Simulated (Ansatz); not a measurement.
BO₄H₄, that is [B(OH)4]- with one electron fewer, relaxed as a doublet with UKS r2SCAN-D4/def2-SVPD in Ansatz, starting from the r2SCAN-D4/def2-SVPD geometry of the charge -1 singlet. Force threshold 0.02 eV/Å.

Start:

```xyz
9

B     0.000   -0.002    0.001
O    -0.504    0.386   -1.339
H    -0.819    1.291   -1.256
O     0.098   -1.482    0.016
H    -0.681   -1.806   -0.448
O    -0.940    0.565    0.998
H    -0.476    0.554    1.841
O     1.347    0.525    0.329
H     1.975   -0.031   -0.142
```

Question: Estimate the energy that the relaxation releases and the steps that it takes.

Answer: 40.0 kJ/mol, in 19 steps; 75 s on 2 threads of Arm Neoverse V2 on a shared host. No frequencies were taken in this run, so the end may be a saddle point.

Question: Does the start keep its bonding and symmetry?

Answer: By distances, no bond broke or formed. The bond that changes most is B1–O2, from 1.48 to 1.41 Å (atoms count from 1).

Question: Predict the relaxed structure.

Answer: 
```xyz
9

B     0.035    0.038   -0.043
O    -0.498    0.334   -1.314
H    -0.351    1.245   -1.583
O    -0.127   -1.453    0.204
H    -0.921   -1.742   -0.280
O    -0.946    0.286    1.092
H    -0.440    0.262    1.923
O     1.295    0.534    0.351
H     1.952    0.495   -0.349
```
Bond lengths: 4 × B–O 1.41 to 1.52 Å; 4 × H–O 0.96 to 0.97 Å.
